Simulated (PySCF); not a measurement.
TiClO, SMILES [O]=[Ti+][Cl], charge +1, multiplicity 1. Atoms are numbered in the order given.

```xyz
3

Ti     0.4335     0.5854     0.0000
Cl    -0.1714    -1.4557     0.0000
O     -0.8278     1.4836     0.0000
```
Charge +1, spin multiplicity 1.

Coordinates come from a PBE0-D3(BJ)/def2-TZVP optimisation. The spin state was assumed, not searched. The isomer is the one that the SMILES or the coordinates give; other isomers of the formula were not compared.

All values below come from TDDFT-PBE/def2-SVPD (PySCF 2.14.0).

Vertical excitations. The molecule is in vacuum. State labels are in the subgroup Cs.

Computed UV-visible absorptions:
```json
[
 {"state": "S1", "symmetry": "A'", "energy (eV)": "2.78", "λ (nm)": "446", "f": "0.001", "main pairs": "HOMO→LUMO 98 %"},
 {"state": "S2", "symmetry": "A\"", "energy (eV)": "2.79", "λ (nm)": "445", "f": "0.000", "main pairs": "HOMO→LUMO+1 100 %"},
 {"state": "S3", "symmetry": "A\"", "energy (eV)": "3.49", "λ (nm)": "355", "f": "0.005", "main pairs": "HOMO−1→LUMO 100 %"},
 {"state": "S4", "symmetry": "A'", "energy (eV)": "3.81", "λ (nm)": "325", "f": "0.003", "main pairs": "HOMO−1→LUMO+1 59 %, HOMO−2→LUMO 33 %"},
 {"state": "S5", "symmetry": "A\"", "energy (eV)": "4.11", "λ (nm)": "302", "f": "0.001", "main pairs": "HOMO−2→LUMO+1 99 %"},
 {"state": "S6", "symmetry": "A'", "energy (eV)": "4.25", "λ (nm)": "292", "f": "0.004", "main pairs": "HOMO→LUMO+2 77 %, HOMO−2→LUMO 19 %"},
 {"state": "S7", "symmetry": "A\"", "energy (eV)": "4.45", "λ (nm)": "279", "f": "0.002", "main pairs": "HOMO→LUMO+3 98 %"},
 {"state": "S8", "symmetry": "A'", "energy (eV)": "4.54", "λ (nm)": "273", "f": "0.008", "main pairs": "HOMO−3→LUMO 47 %, HOMO−2→LUMO 18 %, HOMO−4→LUMO+1 14 %"},
 {"state": "S9", "symmetry": "A\"", "energy (eV)": "4.62", "λ (nm)": "268", "f": "0.001", "main pairs": "HOMO−4→LUMO 63 %, HOMO−3→LUMO+1 26 %"},
 {"state": "S10", "symmetry": "A'", "energy (eV)": "4.67", "λ (nm)": "265", "f": "0.000", "main pairs": "HOMO−4→LUMO+1 65 %, HOMO−5→LUMO 15 %, HOMO−3→LUMO 13 %"},
 {"state": "T1", "symmetry": "A'", "energy (eV)": "2.62", "λ (nm)": "473", "f": "0", "main pairs": "HOMO→LUMO 99 %"},
 {"state": "T2", "symmetry": "A\"", "energy (eV)": "2.63", "λ (nm)": "472", "f": "0", "main pairs": "HOMO→LUMO+1 99 %"},
 {"state": "T3", "symmetry": "A'", "energy (eV)": "3.01", "λ (nm)": "412", "f": "0", "main pairs": "HOMO−1→LUMO+1 98 %"},
 {"state": "T4", "symmetry": "A\"", "energy (eV)": "3.23", "λ (nm)": "383", "f": "0", "main pairs": "HOMO−1→LUMO 97 %"}
]
```
Triplets are in the Tamm–Dancoff approximation, which puts them higher than full response would, so one can lie above its singlet here.
